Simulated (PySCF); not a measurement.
## How methods differ on the interval between two levels of Mo³⁺

Mo³⁺ [Kr] 4d3 [4F9/2, M_J = 9/2] → Mo³⁺ [Kr] 4d2 5p1 [4G11/2, M_J = 11/2], as a difference of total energies. Computed with PySCF 2.14 in x2c-TZVPall-2c (8s9p7d1f, 77 functions), with the two-component X2C-1e Hamiltonian. Correlated levels: [Ar] 3d10 frozen; the 6 highest virtual spinors dropped. "Screened" scales the spin-orbit matrix elements by Boettger's factors to mimic the two-electron term; Breit and QED terms are absent.

```csv
method,interval between two levels (cm⁻¹)
GHF (spin-free),110940
GMP2 (spin-free),110370
GHF (screened spin-orbit),112130
GMP2 (screened spin-orbit),111650
```

The labels give the starting determinants; with spin-orbit coupling the two ends relaxed to ⟨J²⟩ = 24.76, ⟨L²⟩ = 12.11, ⟨S²⟩ = 3.73 and ⟨J²⟩ = 35.76, ⟨L²⟩ = 20.04, ⟨S²⟩ = 3.75.
